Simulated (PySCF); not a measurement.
**Excitation energy of Ag by level of theory**

Ag [Kr] 4d10 5s1 (2S) → Ag [Kr] 4d9 5s1 5p1 (high-spin determinant), as a difference of total energies. Calculation: PySCF 2.14, in aug-cc-pwCVDZ-PP with ECP28MDF; scalar relativity through the core potential. Correlated levels: valence: 4s2 4p6 frozen. The calculations carry no spin-orbit coupling.

| method | excitation energy (eV) |
| --- | --- |
| UHF | 5.688 |
| MP2 (valence) | 7.537 |
| SCS-MP2 (valence) | 7.455 |
| CCSD (valence) | 7.109 |
| CCSD(T) (valence) | 7.215 |

How much does correlation contribute at CCSD(T) (valence)?

7.215 − (5.688) = 1.527 eV, measured against UHF.

The determinant of the upper state mixes LS terms, which raises its energy above the lowest term, most at the Hartree-Fock and MP2 levels.
